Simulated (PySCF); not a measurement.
Molecule: SMILES BC1C=C1, C$_{3}$H$_{5}$B.

Geometry (Å), atoms numbered from 1 in this order:
```xyz
9

B     1.405   -0.321   -0.155
C     0.000   -0.263    0.448
C    -1.242   -0.138   -0.454
C    -0.928    0.935    0.176
H     1.618    0.209   -1.177
H     2.263   -0.893    0.398
H    -0.188   -0.764    1.399
H    -1.844   -0.709   -1.113
H    -1.069    1.949    0.454
```

Frames of a GFN2-xTB Langevin trajectory at 200 K; GIAO PBE0/pcSseg-1 shieldings in PySCF, gas phase, non-relativistic; equivalent atoms averaged within each frame.

Referencing at the same level of theory: 11B (100.07 ppm) against BF3·OEt2; TMS for 13C (186.93 ppm), 1H (31.72 ppm). The references are static minima.

Q: How do the shifts (ppm) fluctuate along the trajectory?

A: 
```tsv
time (fs)	B1	C3/C4	C2	H5/H6	H8/H9	H7
optimised geometry	86.9	118.8	25.8	7.39	7.29	2.09
250	88.0	120.0	28.6	7.56	6.73	1.72
425	81.6	117.8	29.2	6.94	7.18	2.23
625	85.9	117.2	28.2	7.42	7.77	3.21
800	83.8	121.1	27.5	7.04	7.68	2.94
1000	80.3	123.8	27.5	6.83	7.36	2.09
mean of frames	83.9	120.0	28.2	7.16	7.34	2.43
standard deviation	3.1	2.7	0.7	0.31	0.42	0.62
```

5 frames give an uncertainty of the mean of about the standard deviation over 2.2 at best, since frames this close in time may not be independent; classical motion lacks zero-point vibration, and the reference would need the same averaging.
